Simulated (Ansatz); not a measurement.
Ideal-gas functions of C₃HF₅, SMILES `FC(F)=C(F)C(F)F` at 500 K and 1 bar, from an Ansatz frequency run at PBE0-D4/def2-TZVP.

Molar mass 132.03 g/mol, point group Cs (symmetry number 1), electronic degeneracy 1, moments of inertia 151.316, 376.283, 437.537 u Å². Harmonic wavenumbers (cm⁻¹, unscaled): 59, 127, 173, 255, 260, 365, 511, 534, 576, 670, 675, 866, 1092, 1107, 1172, 1333, 1359, 1376, 1445, 1863, 3113.

Use S(trans) = R[1.5 ln M + 2.5 ln T − 1.1517]; rotational temperatures θ = 24.2544 K / I; S(rot) = R[ln(√π/σ · √(T³/θAθBθC)) + 1.5]; for each mode x = 1.438777 ν̃/T, S = R[x/(eˣ − 1) − ln(1 − e⁻ˣ)] and H = RT x/(eˣ − 1); 1 cm⁻¹ = 0.0119627 kJ/mol; R = 8.31446 J/(mol·K).

Q: By hand: the entropy, in J/(mol·K).

A: Translation 180.5. Rotation: θ = 0.1603, 0.0645, 0.0554 K, giving 125.8. Vibration, mode by mode: 23.07, 16.73, 14.20, 11.07, 10.92, 8.28, 5.82, 5.52, 5.00, 4.04, 3.99, 2.59, 1.55, 1.49, 1.29, 0.88, 0.83, 0.80, 0.68, 0.25, 0.01, in all 119.0. Electronic 0.0. Sum 425.3 J/(mol·K).

Q: By hand: H − E and G − E in kJ/mol, counted from the electronic energy.

A: Zero-point energy ½ × 18931 × 0.0119627 = 113.2; thermal vibration 30.3; translation, rotation and pV give 4 RT = 16.6. H − E = 160.1 kJ/mol, and G − E = 160.1 − 500 × 425.3/1000 = -52.6 kJ/mol.

Vibration gives 28 % of the entropy, 39.8 J/(mol·K) of it from the modes under 150 cm⁻¹: soft modes count most, and the harmonic formula is weakest for them. The sum counts one conformer and one mirror image; others add a mixing term.
